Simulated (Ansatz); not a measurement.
```yaml
crystal:
  periodic: [false, false, false]
  atoms:
    - {symbol: N, position_ang: [0.624846, 2.259468, 0.807099]}
    - {symbol: C, position_ang: [0.563632, 1.094121, 0.393737]}
    - {symbol: O, position_ang: [0.913972, -0.111069, 1.077993]}
    - {symbol: Si, position_ang: [0.268898, -0.414816, -0.470538]}
    - {symbol: N, position_ang: [-1.212133, -1.186729, -0.647021]}
    - {symbol: H, position_ang: [0.949911, 2.369220, 1.715172]}
    - {symbol: H, position_ang: [1.209960, -1.005229, -1.482594]}
    - {symbol: H, position_ang: [-1.349918, -2.080919, -1.206777]}
    - {symbol: H, position_ang: [-2.067143, -0.912944, -0.082338]}
basis:
  gaussian: {orbitals: LANL2DZ}
magnetization: {spin_polarized: true, initial_magnetization: 0}
hamiltonian: {xc: {name: SVWN5}}
output: {forces: true}
```

```sh
$ ansatz run in.yaml --threads 2 --pin off --events-out ev --progress --plain --max-ram 4352MiB
```

Q: How does Ansatz answer? (Estimate.)

A: Computed: The input was rejected before any iteration.
```
Error: <dir> can't be read: No such file or directory (os error 2)
```
